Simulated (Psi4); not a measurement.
Sb, charge -1, triplet (all electrons, no relativity) (a gas-phase anion, which may not be bound at this level); Psi4 with PBE0/3-21G.

Input for Psi4:
```
memory 2 GB

molecule {
-1 3
Sb    0.00000000    0.00000000    0.00000000
}

set {
  basis 3-21g
  reference uks
  scf_type pk
}

energy('pbe0')
print_variables()
```

Q: Predict the main parts of the log of this Psi4 run.

A: 
```
   => Loading Basis Set <=

    Name: 3-21G
    Role: ORBITAL
    Keyword: BASIS

         ---------------------------------------------------------
                                   SCF
               by Justin Turney, Rob Parrish, Andy Simmonett
                          and Daniel G. A. Smith
                              UKS Reference
         ---------------------------------------------------------

  ==> Geometry <==

    Molecular point group: d2h
    Geometry (in Angstrom), charge = -1, multiplicity = 3:

       Center              X                  Y                   Z               Mass
    ------------   -----------------  -----------------  -----------------  -----------------
         SB           0.000000000000     0.000000000000     0.000000000000   120.903812000000

  Running in d2h symmetry.

  Rotational constants: A = ************  B = ************  C = ************ [cm^-1]
  Rotational constants: A = ************  B = ************  C = ************ [MHz]
  Nuclear repulsion =    0.000000000000000

  Charge       = -1
  Multiplicity = 3
  Electrons    = 52
  Nalpha       = 27
  Nbeta        = 25

  ==> Algorithm <==

  SCF Algorithm Type is PK.
  DIIS enabled.
  MOM disabled.
  Fractional occupation disabled.
  Guess Type is CORE.
  Energy threshold   = 1.00e-06
  Density threshold  = 1.00e-06
  Integral threshold = 1.00e-12

  ==> Primary Basis <==

  Basis Set: 3-21G
    Blend: 3-21G
    Number of shells: 13
    Number of basis functions: 33
    Number of Cartesian functions: 33
    Spherical Harmonics?: false
    Max angular momentum: 2

  ==> DFT Potential <==

   => LibXC <=

    Version 7.1.2
    S. Lehtola, C. Steigemann, M. J. T. Oliveira, and M. A. L. Marques,  SoftwareX 7, 1–5 (2018) (10.1016/j.softx.2017.11.002)

   => Composite Functional: PBE0 <=

    PBE0 Hyb-GGA Exchange-Correlation Functional

    C. Adamo and V. Barone,  J. Chem. Phys. 110, 6158 (1999) (10.1063/1.478522)
    M. Ernzerhof and G. E. Scuseria,  J. Chem. Phys. 110, 5029 (1999) (10.1063/1.478401)

    Deriv               =              1
    GGA                 =           TRUE
    Meta                =          FALSE

    Exchange Hybrid     =           TRUE
    MP2 Hybrid          =          FALSE

   => Exchange Functionals <=

    0.7500   Perdew, Burke & Ernzerhof

   => Exact (HF) Exchange <=

    0.2500               HF

   => Correlation Functionals <=

    1.0000   Perdew, Burke & Ernzerhof

   => LibXC Density Thresholds  <==

[...]
   @S   Expected:                1.000000000E+00
   @S   Observed:                1.000000000E+00

    Orbital Energies [Eh]
    ---------------------

    Alpha Occupied:

[...]
    Alpha Virtual:

[...]
    Beta Occupied:

[...]
       4B1u    0.070047

    Beta Virtual:

[...]
    Final Occupation by Irrep:
             Ag   B1g   B2g   B3g    Au   B1u   B2u   B3u
    DOCC [     9,    2,    2,    2,    0,    4,    3,    3 ]
    SOCC [     0,    0,    0,    0,    0,    0,    1,    1 ]
    NA   [     9,    2,    2,    2,    0,    4,    4,    4 ]
    NB   [     9,    2,    2,    2,    0,    4,    3,    3 ]

  @UKS Final Energy: -6288.31332087618193

   => Energetics <=

    Nuclear Repulsion Energy =              0.0000000000000000
    One-Electron Energy =               -8680.3344723873779003
    Two-Electron Energy =                2516.9983993948681018
    DFT Exchange-Correlation Energy =    -124.9772478836724758
    Empirical Dispersion Energy =           0.0000000000000000
    VV10 Nonlocal Energy =                  0.0000000000000000
    Total Energy =                      -6288.3133208761819333

  UHF NO Occupations:
  HONO-2 :    9 Ag 1.9998927
  HONO-1 :    4B2u 1.0000000
  HONO-0 :    4B3u 1.0000000
  LUNO+0 :   10 Ag 0.0001073
  LUNO+1 :    5B1u 0.0000347
  LUNO+2 :   11 Ag 0.0000005
  LUNO+3 :    5B2u 0.0000000

Computation Completed

Properties will be evaluated at   0.000000,   0.000000,   0.000000 [a0]

Properties computed using the SCF density matrix

 Multipole Moments:

 ------------------------------------------------------------------------------------
     Multipole            Electronic (a.u.)      Nuclear  (a.u.)        Total (a.u.)
 ------------------------------------------------------------------------------------

 L = 1.  Multiply by 2.5417464519 to convert [e a0] to [Debye]
 Dipole X            :          0.0000000            0.0000000            0.0000000
 Dipole Y            :          0.0000000            0.0000000            0.0000000
 Dipole Z            :          0.0000000            0.0000000            0.0000000
 Magnitude           :                                                    0.0000000

 ------------------------------------------------------------------------------------

  Variable Map:
  ----------------------------------------------------------------------------
[...]
  Array Variable Map:
  ----------------------------------------------------------------------------
[...]
[...]
```
